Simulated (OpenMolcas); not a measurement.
An atom or ion with 20 electrons was computed by SS-CASPT2, IPEA 0.25 Eh, imaginary shift 0.1 Eh with spin-orbit coupling (OpenMolcas, ANO-RCC-VTZP, DKH2). The lowest levels that the run gave, each within 12 % of the measured value where one is at hand:

| J | Parity | E (eV) | g |
| --- | --- | --- | --- |
| 2 | even | 0.0000 | 0.666 |
| 3 | even | 0.0246 | 1.084 |
| 4 | even | 0.0565 | 1.251 |
| 2 | even | 1.012 | 1.002 |
| 0 | even | 1.369 |  |
| 1 | even | 1.378 | 1.501 |
| 2 | even | 1.395 | 1.499 |
| 4 | even | 1.820 | 1.000 |
| 0 | even | 4.010 |  |
| 1 | even | 4.663 | 0.499 |
| 2 | even | 4.678 | 1.167 |
| 3 | even | 4.703 | 1.334 |

**Question.** Which ion is it, and what are the configurations and terms?

**Answer.** Ti2+ (Z = 22, charge +2; active space 2 electrons in 6 orbitals (3d 4s)). J, parity and g give the terms where levels are pure, and mixed ones are named by the computed weights; the size of the splittings, set against known spectra of the 20-electron sequence, gives the charge. In order, with the measured energies in eV (Corliss and Sugar, J. Phys. Chem. Ref. Data 8, 1 (1979)): 3d² ³F₂, 3d² ³F₃ (0.0229), 3d² ³F₄ (0.0521), 3d² ¹D₂ (1.0506), 3d² ³P₀ (1.3066), 3d² ³P₁ (1.3147), 3d² ³P₂ (1.3293), 3d² ¹G₄ (1.7851), 3d² ¹S₀ (4.0264), 3d 4s ³D₁, 3d 4s ³D₂ (4.7361), 3d 4s ³D₃ (4.7642).

CASPT2 breaks the degeneracy within a term, and the mean is taken; among the terms shown or strongly mixed into the levels shown the widest spread is 470 cm-1 (3d² ³F). Terms from blocks run as CI alone lack orbitals of their own. A single d shell beside an s shell can misplace configurations of different d count against each other. Computed and measured levels are paired by configuration, term and J; levels that our copy of the source lacks, or whose pairing is in doubt (as where it misses far off the trend of its configuration), stay unpaired and out of the deviations. Only configurations of the active space appear.
